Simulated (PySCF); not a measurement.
Work out the structure from these simulated measurements.

Formula: C7H14NP.

| Property | Result |
| --- | --- |
| Rotational structure | rotational constants A, B, C: 2.477, 0.833, 0.761 GHz [GFN2-xTB] |
| 1H NMR | chemical shifts (computed TMS as zero) by class: 2.09 (2 H), 1.25 (3 H), 1.05 (9 H) ppm [GIAO PBE0/pcSseg-1] |
| Dipole | 5.02 D [PBE0/pcSseg-1] |
| NMR, other nuclei | isotropic shieldings of nuclei other than C and H, by class: -33 (1 N), 339 (1 P) ppm [GIAO PBE0/pcSseg-1] |
| 13C NMR | chemical shifts (computed TMS as zero) by class: 122.4 (1 C), 32.3 (1 C), 27.5 (3 C), 13.9 (1 C), 10.1 (1 C) ppm [GIAO PBE0/pcSseg-1] |

Electronic properties: PySCF, gas phase, density fitting. Levels stand in brackets. The structure is a single GFN2-xTB conformer in the gas phase; no vibrational or solvent corrections. GFN2-xTB frequencies show an imaginary mode (36i cm⁻¹), so this geometry is no minimum at that level. NMR classes are plain means over equivalent atoms (diastereotopic ones count apart unless rotation or inversion swaps them), as if these changed places fast.

**Question.** Propose a structure and show how it fits.

**Answer.** Numbering: `[CH3:1][P:2]([CH2:3][C:4]#[N:5])[C:6]([CH3:7])([CH3:8])[CH3:9]`. 7 carbons fall into 5 classes; from least to most shielded: nitrile carbon [C4] (122.4 ppm), sp3 carbon bound to phosphorus [C6] (32.3 ppm), methyl carbon [C7/C8/C9] (27.5 ppm, 3 C, up to 7.3 ppm apart in this geometry), sp3 carbon bound to phosphorus [C3] (13.9 ppm), sp3 carbon bound to phosphorus [C1] (10.1 ppm). Hydrogen classes from least to most shielded: 2 H on an sp3 carbon bound to phosphorus, C3 (2.09 ppm), 3 H on an sp3 carbon bound to phosphorus, C1 (1.25 ppm, a mean of values up to 0.7 ppm apart in this geometry), 9 H on 3 methyl carbons, C7/C8/C9 (1.05 ppm, a mean of values up to 0.5 ppm apart in this geometry). The other shieldings belong to: -33 ppm, nitrile nitrogen [N5]; 339 ppm, phosphine phosphorus [P2]. The optimised geometry has point group C1 and is an asymmetric top. Structure: `CP(CC#N)C(C)(C)C`. Computed isomers that give other values at the same levels: `CCCCP(C)CC#N` (13C chemical shifts (computed TMS as zero) by class: 121.9 (1 C), 40.5 (1 C), 33.0 (1 C), 30.8 (1 C), 19.4 (1 C), 17.0 (1 C), 16.4 (1 C) ppm); `CCCP(CC)CC#N` (13C chemical shifts (computed TMS as zero) by class: 120.3 (1 C), 32.7 (1 C), 25.6 (1 C), 21.5 (1 C), 16.8 (1 C), 13.5 (1 C), 11.7 (1 C) ppm); `CP(C)(=N)C1=CCCC1` (13C chemical shifts (computed TMS as zero) by class: 154.1 (1 C), 153.2 (1 C), 37.8 (1 C), 37.7 (1 C), 28.2 (1 C), 20.9 (2 C) ppm). The assignments are read from this structure; whether some other isomer fits the data as well wasn't checked.

Shape of the structure used: `[CH3:1][P:2]([CH2:3][C:4]#[N:5])[C:6]([CH3:7])([CH3:8])[CH3:9]`: C1–P2–C3–C4 -70°, C1–P2–C6–C7 -50°.
